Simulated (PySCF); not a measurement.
CH4F2GaO (charge -1).
Atom-mapped SMILES: `[F:1][CH:2]([F:3])[O:4][GaH3-:5]` (hydrogens: H6 on C2; H7, H8, H9 on Ga5)

A GFN2-xTB structure was refined with PBE0-D3(BJ)/def2-SVP geometry optimisation, gas phase in PySCF. Its GFN2-xTB values:

| coordinate | GFN2-xTB |
| --- | --- |
| F1–C2 | 1.391 Å |
| C2–O4 | 1.269 Å |
| C2–H6 | 1.113 Å |
| O4–Ga5 | 1.892 Å |
| Ga5–H7 | 1.551 Å |
| F1–C2–F3 | 101.6° |
| F1–C2–O4 | 113.5° |
| C2–O4–Ga5 | 109.6° |
| F1–C2–O4–Ga5 | -119° |

Q: How do these coordinates change at the PBE0-D3(BJ)/def2-SVP level?

A: 
```json
{"coordinate": "O4–Ga5", "PBE0-D3(BJ)/def2-SVP (Å or °)": "1.954", "change": "+0.062"}
{"coordinate": "Ga5–H7", "PBE0-D3(BJ)/def2-SVP (Å or °)": "1.609", "change": "+0.058"}
{"coordinate": "C2–O4", "PBE0-D3(BJ)/def2-SVP (Å or °)": "1.283", "change": "+0.014"}
{"coordinate": "C2–H6", "PBE0-D3(BJ)/def2-SVP (Å or °)": "1.115", "change": "+0.002"}
{"coordinate": "F1–C2", "PBE0-D3(BJ)/def2-SVP (Å or °)": "1.391", "change": "0.000"}
{"coordinate": "C2–O4–Ga5", "PBE0-D3(BJ)/def2-SVP (Å or °)": "126.9", "change": "+17.3"}
{"coordinate": "F1–C2–F3", "PBE0-D3(BJ)/def2-SVP (Å or °)": "103.3", "change": "+1.7"}
{"coordinate": "F1–C2–O4", "PBE0-D3(BJ)/def2-SVP (Å or °)": "113.9", "change": "+0.4"}
{"coordinate": "F1–C2–O4–Ga5", "PBE0-D3(BJ)/def2-SVP (Å or °)": "-67", "change": "+52"}
```

The energy falls by 0.402 eV over 20 energy and gradient evaluations, the largest force component goes from 0.0250 to 3.8e-04 Eh/bohr, and the atoms move by 0.449 Å rms after alignment. The bond that changes most is O4–Ga5 (ends: oxygen bonded to C and Ga; gallium bonded to O and 3 H), which lengthens by 0.062 Å. Bonds longer at the end by more than 0.005 Å: 5 of 8; shorter: 1. Among the dihedrals that turn most is F3–C2–O4–Ga5, from -3° to 51°. Rotational constants go from 8127, 1830, 1637 to 6751, 1587, 1482 MHz.

The run used 108 basis functions and 139 SCF cycles in all. Hardware: one thread, Arm Neoverse V2, on a shared host. Cost: 72 s.

Stationary, but not proved a minimum. The geometry's basis has no diffuse functions, a weakness for an anion.

One conformer stands for the species.
